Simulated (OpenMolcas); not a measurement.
Computed levels of 3s2 3p in ions with 13 electrons, in cm-1 above 2P* 1/2.

```yaml
Program: OpenMolcas
Method: SS-CASPT2, IPEA 0.25 Eh, imaginary shift 0.1 Eh
Basis: ANO-R2
Scalar_Hamiltonian: X2C, finite nucleus
Spin-orbit_coupling: state interaction with AMFI integrals over the reference wave functions, term energies averaged over their components
```

Active space for each ion: 3 electrons in 8 orbitals (3s 3p 4s 4p); closed shells correlated by CASPT2: 2s 2p.

```csv
Level,Al,Si+,P2+,S3+,Ar5+
2P* 3/2,81.5,239,489,839,2050
```

**Question.** Estimate 2P* 3/2 for Cl4+ from its neighbours S3+ and Ar5+.

**Answer.** 2P* 3/2 is fine structure, which grows about as the fourth power of a screened charge, so the fourth roots are averaged: ((839^0.25 + 2050^0.25) / 2)^4 = 1345. The calculation gives 1348, so the estimate is off by -0.2 %.

Over all roots computed the reference weight is 0.92 to 0.98 in Al, 0.88 to 0.98 in Si+, 0.86 to 0.99 in P2+, 0.87 to 0.98 in S3+, 0.88 to 0.99 in Cl4+, 0.89 to 0.99 in Ar5+; the roots of lowest weight are the least certain, and an intruder state may touch them. Active for correlation alone: 4p 4s; no level in the range computed is led by a configuration that fills them, so any true level of that kind is missing (holds for Al; S3+; Cl4+; Ar5+). The run also gave levels led by 3s2 4p, which use shells meant for correlation; these and all levels above them are left out (holds for Si+; P2+). Levels of configurations outside the active space are missing.

* marks odd parity.
